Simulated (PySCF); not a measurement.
Unrelated species, one level of theory. Level of theory: TDDFT PBE0/def2-SVPD, vertical, gas phase, core orbitals frozen in the response in PySCF. Geometries: GFN2-xTB; one conformer of each isolated species. Triplets are in the Tamm–Dancoff approximation. 'Strongest' means the level of largest summed f among the lowest 8 singlets; it needn't be the same kind of state in each.

Question: Rank by computed LUMO energy, lowest first.
A. `COC[SiH2]N[SiH3]`
B. `CCC1=C(C)P1`
C. `C=CP=C=O`
D. `O([Si@@H]([SiH3])C#C)[SiH2]N`
E. `C1CC1P1CC1`
F. `[SiH3][SiH2][SiH]([SiH3])[SiH3]`
G. `P#CC1=CC=CC=N1`
H. `[C-]#[S+]`

Answer: H (-2.36 eV), G (-2.24 eV), C (-2.01 eV), F (-0.91 eV), D (-0.77 eV), A (0.13 eV), B (0.35 eV), E (0.63 eV).

```
                         SMILES  LUMO (eV)  first f ≥ 0.01 (nm)  HOMO (eV)  strongest (eV)  gap (eV)      S1 mainly
                      [C-]#[S+]      -2.36                  148      -8.94            9.36      6.57  H→L/L+1 (97%)
                    P#Cc1ccccn1      -2.24                  301      -7.04            5.68      4.80    H-2→L (85%)
                       C=CP=C=O      -2.01                  257      -6.52            6.49      4.51      H→L (99%)
[SiH3][SiH2][SiH]([SiH3])[SiH3]      -0.91                  201      -8.08            6.74      7.17    H-1→L (65%)
      C#C[Si@H]([SiH3])O[SiH2]N      -0.77                  218      -7.49            6.89      6.72    H-1→L (72%)
               COC[SiH2]N[SiH3]       0.13                  187      -7.22            6.69      7.35      H→L (75%)
                    CCC1=C(C)P1       0.35                  227      -6.29            6.66      6.63    H→L+2 (57%)
                     C1CC1P1CC1       0.63                  186      -7.14            7.16      7.77      H→L (52%)
```

H and L stand for HOMO and LUMO. A slash joins orbitals within 0.01 eV of each other, whose weights are summed (≥ marks a lower bound).
